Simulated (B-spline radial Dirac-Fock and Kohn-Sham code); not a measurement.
Method: configuration-average Dirac-Fock orbitals. Computed with a radial B-spline solver.

Question: This computed X-ray form factor belongs to an atom or ion in its tabulated ground configuration. Which?

```
sin θ/λ (Å⁻¹)      f₀
         0.15  34.386
         0.45  22.671
          0.5  21.366
          1.1  11.105
          1.2   9.953
          1.4   8.177
          3.5   3.078
            5   1.691
            6   1.331
```

Answer: Nb³⁺, with 38 electrons in [Kr] 4d2. f₀ tends to the number of electrons as s goes to zero, which the first rows give only roughly, and the rate of fall reflects the nuclear charge, 41.

Question: This computed X-ray form factor belongs to an atom or ion in its tabulated ground configuration. Which?

| sin θ/λ (Å⁻¹) | f₀ |
| --- | --- |
| 0.1 | 8.997 |
| 0.16 | 8.993 |
| 0.19 | 8.991 |
| 0.27 | 8.981 |
| 0.64 | 8.896 |
| 0.76 | 8.854 |
| 1.26 | 8.607 |
| 2.5 | 7.585 |
| 3.52 | 6.488 |

Answer: Hg⁷¹⁺, with 9 electrons in [He] 2s2 2p5. f₀ tends to the number of electrons as s goes to zero, which the first rows give only roughly, and the rate of fall reflects the nuclear charge, 80.
